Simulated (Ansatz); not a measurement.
Ansatz (a first-principles code) input for C₂H₁₀ClNSi₂, SMILES CN[Si@@H](Cl)C[SiH3], PBE0-D3(BJ)/def2-SVP. 

Ansatz 0.2 input:
```yaml
crystal:
  periodic: [false, false, false]
  atoms:
    - {symbol: C, position_ang: [2.18135573, -1.47847633, -0.91271171]}
    - {symbol: N, position_ang: [1.14616225, -0.46033684, -0.81584828]}
    - {symbol: Si, position_ang: [-0.01428004, -0.36989603, 0.46626478]}
    - {symbol: Cl, position_ang: [0.81632925, 0.17255267, 2.33052827]}
    - {symbol: C, position_ang: [-1.30963443, 0.90239990, -0.00424532]}
    - {symbol: Si, position_ang: [-1.85714352, 0.76331032, -1.81517691]}
    - {symbol: H, position_ang: [2.47157206, -1.65358288, -1.97047288]}
    - {symbol: H, position_ang: [3.10654441, -1.23859146, -0.33860362]}
    - {symbol: H, position_ang: [1.79359726, -2.44083160, -0.51972229]}
    - {symbol: H, position_ang: [1.40601226, 0.42763379, -1.25624437]}
    - {symbol: H, position_ang: [-0.57266125, -1.74591285, 0.66613775]}
    - {symbol: H, position_ang: [-0.91564362, 1.92313481, 0.18865111]}
    - {symbol: H, position_ang: [-2.18712435, 0.77379269, 0.66446365]}
    - {symbol: H, position_ang: [-3.07384599, 1.61617780, -2.06576133]}
    - {symbol: H, position_ang: [-2.19811821, -0.66069128, -2.15873968]}
    - {symbol: H, position_ang: [-0.76146359, 1.23649169, -2.73123896]}
basis:
  gaussian:
    orbitals: def2-SVP
hamiltonian:
  xc: pbe0
  dispersion: d3bj
relax: {f_tol: 0.002, max_steps: 200}
```

Program output:

```
WARN ansatz: RAYON_NUM_THREADS=2 ignored (pool sized by the plan → 2); use --threads N
Functional definition: PBE0
integrals: 0.14 GiB planned
1557 factors; integrals over basis functions are off by at most 3.9e-4 eV
mean field: 1.00 GiB planned
mean field evaluation 1: about -31972.5541 eV, gradient 5.9e1 eV
mean field evaluation 2: about -31966.1593 eV, gradient 7.7e1 eV
mean field evaluation 4: about -31980.5180 eV, gradient 3.6e0 eV
mean field evaluation 8: about -31980.5650 eV, gradient 2.1e-1 eV
mean field evaluation 16: about -31980.5652 eV, gradient 3.7e-5 eV
mean field -31980.56515383 eV, -1175.2640921978 hartree, gradient 3.7e-5 eV, S^2 0.000000; 0 other end points of the search recorded, 0 dependent functions left out
the calculation of the forces begins
reference -31980.56518768 eV, -1175.2640934416 hartree; 37, 37 occupied and 109, 109 virtual orbitals, 1557 factors
relax step   1: F+E_penalty+E_count = -31980.95672046 eV  Δ(F+E_penalty+E_count) = +0.000e0 eV  max|allowed force component| = 3.448e-1 eV/Å  Δτ_max = 0.0000 Å  (27 SCF iters, accepted)
these checks for a lower state are left out or cut short: starts, cluster_reference, orbital_swaps, neighbouring_geometries, increment
integrals: 0.14 GiB planned
1557 factors; integrals over basis functions are off by at most 3.8e-4 eV
mean field: 1.00 GiB planned
mean field -31980.58306882 eV, -1175.2647505613 hartree, gradient 5.1e-5 eV, S^2 0.000000; 0 other end points of the search recorded, 0 dependent functions left out
the calculation of the forces begins
reference -31980.58310252 eV, -1175.2647517997 hartree; 37, 37 occupied and 109, 109 virtual orbitals, 1557 factors
relax step   2: F+E_penalty+E_count = -31980.97684585 eV  Δ(F+E_penalty+E_count) = -2.013e-2 eV  max|allowed force component| = 1.183e-1 eV/Å  Δτ_max = 0.0274 Å  (26 SCF iters, accepted)
these checks for a lower state are left out or cut short: starts, cluster_reference, orbital_swaps, neighbouring_geometries, increment
integrals: 0.14 GiB planned
1557 factors; integrals over basis functions are off by at most 3.7e-4 eV
mean field: 1.00 GiB planned
mean field -31980.58444925 eV, -1175.2648012913 hartree, gradient 1.0e-5 eV, S^2 0.000000; 0 other end points of the search recorded, 0 dependent functions left out
the calculation of the forces begins
reference -31980.58448291 eV, -1175.2648025281 hartree; 37, 37 occupied and 109, 109 virtual orbitals, 1557 factors
relax step   3: F+E_penalty+E_count = -31980.97894385 eV  Δ(F+E_penalty+E_count) = -2.098e-3 eV  max|allowed force component| = 6.009e-2 eV/Å  Δτ_max = 0.0099 Å  (24 SCF iters, accepted)
these checks for a lower state are left out or cut short: starts, cluster_reference, orbital_swaps, neighbouring_geometries, increment
integrals: 0.14 GiB planned
1557 factors; integrals over basis functions are off by at most 3.7e-4 eV
mean field: 1.00 GiB planned
mean field evaluation 32: about -31980.5846 eV, gradient 3.1e-4 eV
mean field -31980.58461533 eV, -1175.2648073946 hartree, gradient 8.1e-6 eV, S^2 0.000000; 0 other end points of the search recorded, 0 dependent functions left out
the calculation of the forces begins
reference -31980.58464899 eV, -1175.2648086315 hartree; 37, 37 occupied and 109, 109 virtual orbitals, 1557 factors
relax step   4: F+E_penalty+E_count = -31980.97917701 eV  Δ(F+E_penalty+E_count) = -2.332e-4 eV  max|allowed force component| = 1.685e-2 eV/Å  Δτ_max = 0.0049 Å  (24 SCF iters, accepted)
these checks for a lower state are left out or cut short: starts, cluster_reference, orbital_swaps, neighbouring_geometries, increment
integrals: 0.14 GiB planned
1557 factors; integrals over basis functions are off by at most 3.8e-4 eV
mean field: 1.00 GiB planned
mean field -31980.58493771 eV, -1175.2648192417 hartree, gradient 5.2e-5 eV, S^2 0.000000; 0 other end points of the search recorded, 0 dependent functions left out
the calculation of the forces begins
reference -31980.58497140 eV, -1175.2648204800 hartree; 37, 37 occupied and 109, 109 virtual orbitals, 1557 factors
relax step   5: F+E_penalty+E_count = -31980.97926907 eV  Δ(F+E_penalty+E_count) = -9.206e-5 eV  max|allowed force component| = 2.592e-2 eV/Å  Δτ_max = 0.0182 Å  (26 SCF iters, accepted)
these checks for a lower state are left out or cut short: starts, cluster_reference, orbital_swaps, neighbouring_geometries, increment
integrals: 0.14 GiB planned
1557 factors; integrals over basis functions are off by at most 3.8e-4 eV
mean field: 1.00 GiB planned
mean field -31980.58503594 eV, -1175.2648228517 hartree, gradient 9.5e-6 eV, S^2 0.000000; 0 other end points of the search recorded, 0 dependent functions left out
the calculation of the forces begins
reference -31980.58506964 eV, -1175.2648240902 hartree; 37, 37 occupied and 109, 109 virtual orbitals, 1557 factors
relax step   6: F+E_penalty+E_count = -31980.97931610 eV  Δ(F+E_penalty+E_count) = -4.703e-5 eV  max|allowed force component| = 4.957e-3 eV/Å  Δτ_max = 0.0036 Å  (23 SCF iters, accepted)
these checks for a lower state are left out or cut short: starts, cluster_reference, orbital_swaps, neighbouring_geometries, increment
integrals: 0.14 GiB planned
1557 factors; integrals over basis functions are off by at most 3.8e-4 eV
mean field: 1.00 GiB planned
mean field -31980.58511345 eV, -1175.2648257002 hartree, gradient 4.0e-5 eV, S^2 0.000000; 0 other end points of the search recorded, 0 dependent functions left out
the calculation of the forces begins
reference -31980.58514716 eV, -1175.2648269388 hartree; 37, 37 occupied and 109, 109 virtual orbitals, 1557 factors
relax step   7: F+E_penalty+E_count = -31980.97932547 eV  Δ(F+E_penalty+E_count) = -9.375e-6 eV  max|allowed force component| = 3.034e-3 eV/Å  Δτ_max = 0.0027 Å  (20 SCF iters, accepted)
these checks for a lower state are left out or cut short: starts, cluster_reference, orbital_swaps, neighbouring_geometries, increment
integrals: 0.14 GiB planned
1557 factors; integrals over basis functions are off by at most 3.8e-4 eV
mean field: 1.00 GiB planned
mean field -31980.58517429 eV, -1175.2648279358 hartree, gradient 2.2e-5 eV, S^2 0.000000; 0 other end points of the search recorded, 0 dependent functions left out
the calculation of the forces begins
reference -31980.58520799 eV, -1175.2648291745 hartree; 37, 37 occupied and 109, 109 virtual orbitals, 1557 factors
relax step   8: F+E_penalty+E_count = -31980.97932811 eV  Δ(F+E_penalty+E_count) = -2.641e-6 eV  max|allowed force component| = 1.839e-3 eV/Å  Δτ_max = 0.0025 Å  (20 SCF iters, accepted)
integrals: 0.14 GiB planned
1557 factors; integrals over basis functions are off by at most 3.8e-4 eV
mean field: 1.00 GiB planned
mean field evaluation 64: about -31980.5852 eV, gradient 4.5e-2 eV
mean field -31980.58517429 eV, -1175.2648279358 hartree, gradient 2.2e-5 eV, S^2 0.000000; 1 other end points of the search recorded, 0 dependent functions left out
the calculation of the forces begins
reference -31980.58520799 eV, -1175.2648291745 hartree; 37, 37 occupied and 109, 109 virtual orbitals, 1557 factors
Total energy: -31980.97936182 eV, -1175.2793140604 hartree
Atom 0 at     2.177177    -1.470139    -0.904483 Å, force    -0.000160     0.000042     0.000446 eV/Å
Atom 1 at     1.155064    -0.453405    -0.801322 Å, force    -0.001421     0.000801     0.000537 eV/Å
Atom 2 at    -0.014993    -0.372802     0.452261 Å, force     0.000644    -0.001839     0.000247 eV/Å
Atom 3 at     0.795280     0.155546     2.310767 Å, force    -0.000233     0.000266    -0.000327 eV/Å
Atom 4 at    -1.298133     0.895059    -0.013294 Å, force     0.000354    -0.000115    -0.000855 eV/Å
Atom 5 at    -1.856249     0.761794    -1.808972 Å, force    -0.000194     0.000213     0.000627 eV/Å
Atom 6 at     2.449338    -1.653950    -1.956552 Å, force    -0.000253     0.000250     0.000141 eV/Å
Atom 7 at     3.102254    -1.227223    -0.349663 Å, force     0.000186     0.000086     0.000016 eV/Å
Atom 8 at     1.795984    -2.421125    -0.500998 Å, force     0.000082    -0.000167    -0.000046 eV/Å
Atom 9 at     1.403803     0.421120    -1.253344 Å, force     0.000756     0.000470    -0.000726 eV/Å
Atom 10 at    -0.575446    -1.737014     0.646227 Å, force    -0.000132     0.000025     0.000330 eV/Å
Atom 11 at    -0.900035     1.906927     0.173686 Å, force     0.000145    -0.000029    -0.000002 eV/Å
Atom 12 at    -2.166333     0.773687     0.656123 Å, force     0.000215    -0.000214     0.000086 eV/Å
Atom 13 at    -3.064642     1.610809    -2.047485 Å, force    -0.000038     0.000188    -0.000068 eV/Å
Atom 14 at    -2.198806    -0.652074    -2.150163 Å, force    -0.000228    -0.000039     0.000001 eV/Å
Atom 15 at    -0.772602     1.229964    -2.725508 Å, force     0.000276     0.000062    -0.000408 eV/Å
Dipole moment:     0.076903     0.041795    -0.305071 e Å
```

Self-consistency was reached.
